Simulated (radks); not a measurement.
Task: The mean radii <r> (bohr) of the occupied orbitals of an atom or ion are listed with their occupations. All-electron calculation, Dirac Kohn-Sham, LB94 model potential, spin-unpolarised, spherical densities, finite nucleus; Fermi nuclear charge, rms radius of each element as measured or else 0.836 A^(1/3) + 0.57 fm. Program: a radial shooting solver on a logarithmic mesh with Libxc functionals.

| orbital | occ. | <r> |
|---|---|---|
| 1s1/2 | 2 | 0.01999 |
| 2s1/2 | 2 | 0.08415 |
| 2p1/2 | 2 | 0.06990 |
| 2p3/2 | 4 | 0.07730 |
| 3s1/2 | 2 | 0.2202 |
| 3p1/2 | 2 | 0.2098 |
| 3p3/2 | 4 | 0.2236 |
| 3d3/2 | 4 | 0.1968 |
| 3d5/2 | 6 | 0.2011 |
| 4s1/2 | 2 | 0.4985 |
| 4p1/2 | 2 | 0.5067 |
| 4p3/2 | 4 | 0.5392 |
| 4d3/2 | 4 | 0.5659 |
| 4d5/2 | 6 | 0.5774 |
| 5s1/2 | 2 | 1.226 |
| 5p1/2 | 2 | 1.384 |
| 5p3/2 | 4 | 1.500 |
| 4f5/2 | 6 | 0.7782 |
| 4f7/2 | 7 | 0.7976 |
| 6s1/2 | 2 | 3.677 |

Name the element and its charge. Open shells, if any, fill j = l - 1/2 first.

Result: Z = 69, thulium, charge 0: Tm in [Xe] 4f13 6s2. The 1s radius gives Z: for a bare nucleus <r> = (2 gamma + 1)/(2Z) with gamma = sqrt(1 - (Z/c)^2), 0.01977 bohr for Z = 69, and screening makes it slightly larger (0.01999 here). The occupations add up to 69, and the charge is Z minus that.
